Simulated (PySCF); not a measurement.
## Working out the ionisation energy of Os⁺

Os⁺ [Xe] 4f14 5d6 6s1 (6D) → Os²⁺ [Xe] 4f14 5d6 (5D). All numbers are calculated (PySCF 2.14, scalar relativity through the core potential, in aug-cc-pwCVDZ-PP with ECP60MDF). Frozen: nothing. Energies in hartree (1 hartree = 27.21139 eV):

| part | Os⁺ (lower) | Os²⁺ (upper) |
| --- | --- | --- |
| UHF | -89.828602 | -89.239295 |
| MP2 opposite-spin | -0.228482 | -0.210335 |
| MP2 same-spin | -0.132963 | -0.107442 |

Task: What does Hartree-Fock give?

Result: (-89.239295) − (-89.828602) = 0.589307 hartree = 16.036 eV.

Task: What do MP2 and SCS-MP2 (6/5 opposite-spin, 1/3 same-spin) give?

Result: The opposite-spin parts differ by 0.494 eV and the same-spin parts by 0.694 eV. MP2: 16.036 + (0.494) + (0.694) = 17.224 eV. SCS-MP2: 16.036 + 1.2 × (0.494) + (0.694)/3 = 16.860 eV.

Reference: 17 ± 1 eV (semi-empirical (NIST evaluation); NIST Atomic Spectra Database, ionization energies), between the lowest levels; spin-orbit coupling is absent from the calculation.

A double-zeta basis recovers only part of the correlation energy.

What remains against the reference includes basis incompleteness and correlation beyond second order.
